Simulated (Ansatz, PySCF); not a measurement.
Process, species as SMILES: CC(=O)C(C)=O -> [CH2]C(=O)C(C)=O + H atom (the C-H bond at the site shown breaks; other sites are not compared here)
Structures are relaxed separately at B3LYP-D3(BJ)/def2-TZVP in Ansatz (a first-principles code), one conformer each, not searched for the lowest. Markedly spin-contaminated UHF reference, which strains HF, MP2 and, less, CCSD(T): [CH2]C(=O)C(C)=O.

Property: bond dissociation energy (electronic energy difference), in eV. Correlated levels leave the core frozen unless marked. UHF or UKS for open shells. No spin-orbit coupling. Non-relativistic. 

```tsv
level	program	bond dissociation energy (eV)
HF/6-31G	Ansatz	2.90
HF-D3(BJ)/def2-TZVPD	PySCF + dftd3	3.26
PBE-D3(BJ)/def2-TZVPD	Ansatz + dftd3	4.22
revPBE/def2-TZVPD	Ansatz	4.12
PBE0/def2-SVP	Ansatz	4.23
TPSSh/def2-TZVPD	PySCF	4.26
HSE06/def2-TZVPD	Ansatz	4.22
LC-wPBE-D4/def2-TZVPD	Ansatz + dftd4	4.28
MP2/cc-pVDZ	Ansatz	4.66
```
